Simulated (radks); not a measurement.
Q: These are the eigenvalues of the occupied orbitals of an atom or ion with whole-number occupations (hartree). Method: Dirac Kohn-Sham, PBE, spin-unpolarised, spherical densities, point nucleus; computed with a radial shooting solver on a logarithmic mesh with Libxc functionals.

| orbital | eigenvalue |
|---|---|
| 1s1/2 | -3005.674 |
| 2s1/2 | -564.3417 |
| 2p1/2 | -542.7374 |
| 2p3/2 | -475.3092 |
| 3s1/2 | -165.1112 |
| 3p1/2 | -155.4870 |
| 3p3/2 | -140.4821 |
| 3d3/2 | -124.6095 |
| 3d5/2 | -121.3901 |
| 4s1/2 | -65.07005 |
| 4p1/2 | -60.91743 |
| 4p3/2 | -56.71249 |
| 4d3/2 | -49.96137 |
| 4d5/2 | -49.10561 |
| 4f5/2 | -40.77321 |
| 4f7/2 | -40.54569 |

Which element is it, and in what charge state? The configuration may be excited. Open shells, if any, are shared by 2j + 1.

A: Z = 79, gold, charge +31: Au31+ in [Kr] 4d10 4f2. The list shows which subshells hold electrons but not how many an open one holds; the 1s level, -3005.7 hartree, gives Z - s = 77.5 by -(Z - s)^2/2, which with screening and relativity narrows Z to a few neighbours, and the depths of the outer levels then fix element, charge and occupations together.
